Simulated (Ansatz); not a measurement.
Compare A (`B[Si](C)(F)Cl`) with its isomer B (`C[SiH2]B(F)Cl`).

Gas-phase electronic energies from Ansatz, PBE0-D4/def2-TZVP geometries. CCSD(T)/CBS adds triple-zeta CCSD(T) − MP2 to the extrapolated MP2 energy (def2 sets, frozen cores). DFT in def2-TZVPP. B3LYP here is the variant with VWN-RPA as its local correlation; programs differ in this. Each species was taken in one conformer, which may not be the lowest.

(1) Which is lower in electronic energy at CCSD(T)/CBS, and by how much? (Best estimate.)

(2) Give E(B) − E(A) in kJ/mol with B2PLYP, r2SCAN-D4, PBE-D4, PBE0-D4, HF/def2-TZVPP, B3LYP, B3LYP-D4. (An estimate is asked.)

Largest T1 diagnostic: 0.013.

Results:

(1) Computed: A, by 4.3 kJ/mol.

(2) Computed: B2PLYP -0.9, r2SCAN-D4 -4.2, PBE-D4 -15.8, PBE0-D4 -8.0, HF/def2-TZVPP 15.3, B3LYP -3.4, B3LYP-D4 -1.4. The order is the other way round with B2PLYP, r2SCAN-D4, PBE-D4, PBE0-D4, B3LYP, B3LYP-D4.

From PBE to PBE0 (25 % exact exchange), in def2-TZVPP and without D4, E(B) − E(A) moves by +8.1 kJ/mol. In def2-TZVPP, CCSD(T) changes the Hartree–Fock value by −18.5 kJ/mol (the triples alone add −4.3 kJ/mol) and MP2 by −13.9 kJ/mol.
